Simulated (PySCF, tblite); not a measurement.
Isomers of C5H2ClFOS, one GFN2-xTB conformer each. Single-point energies are computed at PBE0/pcSseg-1 (PySCF, gas phase, no added dispersion term), electronic only.

Question: Rank them by PBE0/pcSseg-1 energy, lowest first (kJ/mol).
A. `[O:1]=[C:2]([F:3])[c:4]1[s:5][cH:6][cH:7][c:8]1[Cl:9]` with O1–C2–C4–S5 180°
B. `Fc1occc(=S)c1Cl`
C. `[O:1]=[C:2]([Cl:3])[c:4]1[cH:5][c:6]([F:7])[cH:8][s:9]1` with O1–C2–C4–C5 -1°
D. `O=c1c(F)cscc1Cl`

Answer: A (0.0), C (32.0), D (99.5), B (127.4).

GFN2-xTB itself gives, in the same order: 0.0, 15.3, 88.9, 59.7. Both levels put the same isomer lowest; measured from each level's own lowest isomer, the values differ by up to 67.7 kJ/mol (Fc1occc(=S)c1Cl: 59.7 against 127.4).

Which frontier levels, dipoles and rotational constants go with these structures?

| SMILES | HOMO (eV, PBE0/pcSseg-1) | LUMO (eV) | dipole (D) | A, B, C (MHz) |
| --- | --- | --- | --- | --- |
| O=C(F)c1sccc1Cl | -7.77 | -2.39 | 4.75 | 1430, 1319, 686.0 |
| O=C(Cl)c1cc(F)cs1 | -7.83 | -2.67 | 3.00 | 2689, 751.8, 587.6 |
| O=c1c(F)cscc1Cl | -7.28 | -2.23 | 5.17 | 1616, 1079, 647.1 |
| Fc1occc(=S)c1Cl | -6.42 | -2.47 | 4.17 | 1578, 1196, 680.3 |

What happens when harmonic zero-point energies from GFN2-xTB frequencies are added?

```tsv
SMILES	ZPE (kJ/mol)	electronic (kJ/mol)	with ZPE (kJ/mol)
O=C(F)c1sccc1Cl	149.9	0.0	0.0
O=C(Cl)c1cc(F)cs1	149.7	32.0	31.8
O=c1c(F)cscc1Cl	148.6	99.5	98.2
Fc1occc(=S)c1Cl	151.7	127.4	129.2
```

The zero-point energies span 3.1 kJ/mol. The order is unchanged.

As an exercise, what shares would exp(−E/RT) give at 1000 K from these electronic energies alone (no entropy, no degeneracies)?

RT = 8.314 kJ/mol: O=C(F)c1sccc1Cl 97.9 %, O=C(Cl)c1cc(F)cs1 2.1 %, O=c1c(F)cscc1Cl under 0.1 %, Fc1occc(=S)c1Cl under 0.1 %.
